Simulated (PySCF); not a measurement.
Species: CH6AsNSi.
Numbering: `[H]/[N:1]=[CH:2]/[SiH2:3][AsH2:4]` (hydrogens: H5 on N1; H6 on C2; H7, H8 on Si3; H9, H10 on As4)

Theory: PBE0-D3(BJ)/def2-SVP geometry optimisation, gas phase in PySCF 2.14.0.

Task: What internal coordinates does the optimisation give?

Result: 
```json
{"bond": "N1=C2", "length (Å)": "1.272"}
{"bond": "C2–Si3", "length (Å)": "1.904"}
{"bond": "Si3–As4", "length (Å)": "2.358"}
{"bond": "N1–H5", "length (Å)": "1.027"}
{"bond": "C2–H6", "length (Å)": "1.112"}
{"bond": "Si3–H7, Si3–H8", "length (Å)": "1.497"}
{"bond": "As4–H9, As4–H10", "length (Å)": "1.525"}
```

Bonds in one row agree within 0.01 Å and their mean is given. A selection of angles:
```json
{"angle": "C2–N1–H5", "degrees": "111.0"}
{"angle": "N1–C2–Si3", "degrees": "120.2"}
{"angle": "N1–C2–H6", "degrees": "122.4"}
{"angle": "Si3–C2–H6", "degrees": "117.4"}
{"angle": "C2–Si3–As4", "degrees": "112.2"}
{"angle": "C2–Si3–H7", "degrees": "108.0"}
{"angle": "C2–Si3–H8", "degrees": "108.8"}
{"angle": "As4–Si3–H7", "degrees": "110.0"}
{"angle": "H7–Si3–H8", "degrees": "107.3"}
{"angle": "Si3–As4–H9", "degrees": "89.9"}
{"angle": "H9–As4–H10", "degrees": "91.5"}
```

Dihedral angles: N1–C2–Si3–As4 -10° (synperiplanar); H5–N1–C2–Si3 -179° (antiperiplanar). The mirror-image conformer, all signs reversed, is as good.

As4 (arsenic bonded to Si and 2 H) is pyramidal (angles 91.5°, 90.5° and 89.9°, sum 271.9°, 0.97 Å off the plane of its three neighbours). Si3 (SiH2 silicon) is tetrahedral (angles from 107.3° to 112.2°). N1 (C=N nitrogen) is bent (angle 111.0°).

PBE0-D3(BJ)/def2-SVP frequencies: not computed here. One conformer, not necessarily the lowest (N1–C2–Si3–As4 -10°, C2–Si3–As4–H 38° and -54°).
